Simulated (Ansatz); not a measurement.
Consider the silylene formation by 1,1-elimination: `COC[SiH2]F` → `COCF` + `[SiH2]`.

Gas-phase electronic energies from Ansatz, PBE0-D4/def2-TZVP geometries. CCSD(T)/CBS is the MP2 limit (def2-TZVPP, def2-QZVPP) plus CCSD(T) − MP2 in def2-TZVPP, frozen cores. This one scheme is used for every species. DFT in def2-TZVPP. B3LYP here is the variant with VWN-RPA as its local correlation; programs differ in this. One conformer a species, not always the lowest.

```csv
species,B3LYP energy (Eh)
`COC[SiH2]F`,-545.16778
`COCF`,-254.38648
`[SiH2]`,-290.64154
```

Question: Work out ΔE.

Answer: ΔE = (-254.38648) + (-290.64154) − (-545.16778) = 0.13976 Eh = +3.80 eV. CCSD(T)/CBS gives +4.05 eV.

Largest T1 diagnostic among the species: 0.014.

In def2-TZVPP, CCSD(T) changes the Hartree–Fock value by +0.15 eV (the triples alone add +0.03 eV) and MP2 by +0.43 eV. The D4 term adds +0.14 eV with B3LYP and +0.08 eV with PBE0; it sums over pairs of atoms, weighted by their polarisabilities, and B3LYP, whose exchange is more repulsive, gets the larger term.
